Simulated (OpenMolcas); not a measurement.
A calculation on neutral platinum.

```yaml
Program: OpenMolcas 26.06
Method: "SS-CASPT2, IPEA 0.25 Eh, imaginary shift 0.1 Eh (closed shells correlated: 5s 5p)"
Basis: ANO-RCC-VTZP [8s7p5d3f1g]
Scalar_Hamiltonian: DKH2, point nucleus
Active_space: 10 electrons in 6 orbitals (5d 6s)
State_averaging: 2S+1 = 3 even, 15 roots; 2S+1 = 1 even, 20 roots kept (CI in the orbitals of an earlier block)
Spin-orbit_coupling: RASSI with atomic mean-field integrals over the reference wave functions, term energies averaged over their components
```

**Question.** Which level of the active space comes out lowest?

**Answer.** 5d8 6s2 3F4, with 96 % of that term.

**Question.** How high does 5d10 1S0 lie?

**Answer.** 7780 cm-1 above the lowest level.

**Question.** How high does 5d9 6s 3D1 lie?

**Answer.** 12830 cm-1 above the lowest level.

**Question.** How high does 5d9 6s 3D3 lie?

**Answer.** 2300 cm-1 above the lowest level.

**Question.** The level at 15390 cm-1 has J = 2. What is it made of, and what is its g factor?

**Answer.** 46 % 5d8 6s2 3F2, 21 % 5d9 6s 1D, 19 % 5d9 6s 3D; g = 0.884, against 0.666 from Landé's formula for the pure leading term.

CASPT2 breaks the degeneracy within a term, and the mean is taken; among the terms shown or strongly mixed into the levels shown the widest spread is 460 cm-1 (5d8 6s2 3F). Over all roots computed the reference weight is 0.83 to 0.88; the roots of lowest weight are the least certain, and an intruder state may touch them. Terms from blocks run as CI alone lack orbitals of their own. The lowest computed level is not the ground level that NIST lists (3D3). Configurations are named by rounded mean occupations; where the s occupation lies near a half they are strongly mixed, a name can repeat and a true partner stay unpaired. A single d shell beside an s shell can misplace configurations of different d count against each other. The lowest spin-free term belongs to 5d9 6s, not to the configuration of the lowest level. Only configurations of the active space appear.
